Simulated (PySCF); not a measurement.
**Titanium: a sound run and one with changed settings**

Sound run: Ti(2+) [Ar] 3d2, Ti(3+) [Ar] 3d1. All numbers are calculated (PySCF 2.14, scalar relativity by spin-free X2C-1e, in jorge-DZP-DKH (8s6p2d1f, 43 functions)). In the sound run the correlated levels freeze [Ar]. The sound run starts from symmetry-adapted Hartree-Fock orbitals and uses a fine grid where one is needed.

Changed run: the non-relativistic Hamiltonian (point nucleus). This setting is unsound on purpose.

```csv
species,method,sound run (hartree),changed run (hartree),converged
Ti(2+),UHF,-852.03891,-846.81428,yes
Ti(2+),BP86,-853.03632,-847.78329,yes
Ti(2+),TPSS,-852.96749,-847.72582,yes
Ti(2+),MP2,-852.04132,-846.81664,yes
Ti(3+),UHF,-851.06077,-845.83044,yes
Ti(3+),BP86,-852.00689,-846.74841,yes
Ti(3+),TPSS,-851.93933,-846.69213,yes
```

Ionisation energy of Ti(2+):

| method | sound run (eV) | changed run (eV) |
| --- | --- | --- |
| UHF | 26.616 | 26.772 |
| BP86 | 28.012 | 28.160 |
| TPSS | 27.978 | 28.128 |
| MP2 | 26.682 | 26.836 |
| SCS-MP2 | 26.638 | 26.793 |

Most of the change in total energy is the relativistic energy itself. On top of that the contraction fixes the core shape for the Hamiltonian it was made with, so the changed run is not a good calculation with the other Hamiltonian either.

For comparison, NIST gives 27.492 eV between the lowest levels.
